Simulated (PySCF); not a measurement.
Species: trifluoromethanesulfonate, CF₃O₃S (charge -1).
Bonds: O1–S2 (double), S2–O3 (double), S2–O4, S2–C5, C5–F6, C5–F7, C5–F8.

The same species was optimised twice, with GFN2-xTB and with PBE0-D3(BJ)/def2-SVP (PySCF), and the same property calculations (PySCF, gas phase) were run on both structures.

```csv
coordinate,GFN2-xTB,PBE0-D3(BJ)/def2-SVP,change
S2–O4 (Å),1.446,1.470,+0.024
O1=S2 (Å),1.446,1.470,+0.024
S2=O3 (Å),1.446,1.470,+0.024
S2–C5 (Å),1.879,1.859,-0.020
C5–F6 (Å),1.343,1.339,-0.004
C5–F8 (Å),1.343,1.339,-0.004
C5–F7 (Å),1.343,1.339,-0.004
S2–C5–F6 (°),112.0,111.6,-0.4
S2–C5–F8 (°),112.4,112.0,-0.4
F6–C5–F7 (°),106.6,107.0,+0.4
F7–C5–F8 (°),106.6,106.9,+0.3
F6–C5–F8 (°),106.6,106.9,+0.3
O3–S2–C5 (°),102.2,102.0,-0.2
O4–S2–C5 (°),102.3,102.5,+0.2
S2–C5–F7 (°),112.1,112.0,-0.1
O1–S2–C5–F6 (°),60,59,-1
```

Rotational constants: A = 2748, B = 1558, C = 1558 MHz (GFN2-xTB) against A = 2702, B = 1572, C = 1571 MHz (PBE0-D3(BJ)/def2-SVP). Point groups within 0.08 Å: C3v and C3v. Atoms that the bonding makes alike are paired by their places after alignment.

On the GFN2-xTB structure: HOMO (eV) -2.70 [PBE0/pcSseg-1]; LUMO (eV) 7.57 [PBE0/pcSseg-1]; GIAO shielding of O1/O3/O4 (mean) (ppm) 121.7 [PBE0/pcSseg-1]; GIAO shielding of S2 (ppm) 191.8 [PBE0/pcSseg-1]; GIAO shielding of C5 (ppm) 54.0 [PBE0/pcSseg-1]; GIAO shielding of F6/F7/F8 (mean) (ppm) 272.7 [PBE0/pcSseg-1].

Question: What do these properties become on the PBE0-D3(BJ)/def2-SVP structure?

Answer: 
```csv
property,level,on GFN2-xTB,on PBE0-D3(BJ)/def2-SVP,change
HOMO (eV),PBE0/pcSseg-1,-2.70,-2.69,+0.01
LUMO (eV),PBE0/pcSseg-1,7.57,7.42,-0.15
"energy, GFN2-xTB geometry as zero (kcal/mol)",PBE0/pcSseg-1,0.0,-1.8,-1.8
GIAO shielding of O1/O3/O4 (mean) (ppm),PBE0/pcSseg-1,121.7,107.5,-14.2
GIAO shielding of S2 (ppm),PBE0/pcSseg-1,191.8,173.1,-18.7
GIAO shielding of C5 (ppm),PBE0/pcSseg-1,54.0,55.9,+1.9
GIAO shielding of F6/F7/F8 (mean) (ppm),PBE0/pcSseg-1,272.7,274.2,+1.5
```

The heavy atoms differ by 0.021 Å rms after alignment (one structure mirrored). Among bonds between heavy atoms O1=S2, S2=O3 and S2–O4 change most and about equally (+0.024 Å). Changes are differences of the printed values. Neither structure is proved a minimum here. Geometry: PBE0-D3(BJ)/def2-SVP; no solvent, vibrations or thermal averaging.

Shape of the structure used: `[O:1]=[S:2](=[O:3])([O-:4])[C:5]([F:6])([F:7])[F:8]`: O1–S2–C5–F6 59°.
